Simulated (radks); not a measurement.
Results of a calculation; reference values are marked as such.
The nitrogen anion N3-, [Ne], held by a Watson sphere: a shell of charge +3 at radius R that stands for the Madelung well of a crystal (potential energy -3/R inside, -3/r outside, in hartree with lengths in bohr). Code: a radial shooting solver on a logarithmic mesh with Libxc functionals. Model: non-relativistic Kohn-Sham, LDA (Slater exchange, Perdew-Wang correlation), spin-polarised, spherical densities, point nucleus. Response by self-consistent Sternheimer equations with the Hartree and adiabatic LDA kernel. The sphere does not respond.

R (bohr)  e(1s) (eV)  e(2s) (eV)  e(2p) (eV)  <r> 2p (bohr)  sum of <r^2> (bohr^2)  X-ray form factor at sin(theta)/lambda = 0.3 1/angstrom  alpha (bohr^3)
1.8          -373.82     -19.403      -8.344          1.667                  26.45                                                    3.389           16.33
1.88         -374.01     -18.970      -8.044          1.701                  27.50                                                    3.341           17.94
2.38         -374.80     -16.708      -6.409          1.907                  34.29                                                    3.173           31.83
2.99         -375.11     -14.885      -4.940          2.151                  43.46                                                    3.137           61.96
3.09         -375.12     -14.666      -4.747          2.191                  45.08                                                    3.138           68.80
3.41         -375.13     -14.081      -4.206          2.318                  50.53                                                    3.146           95.20
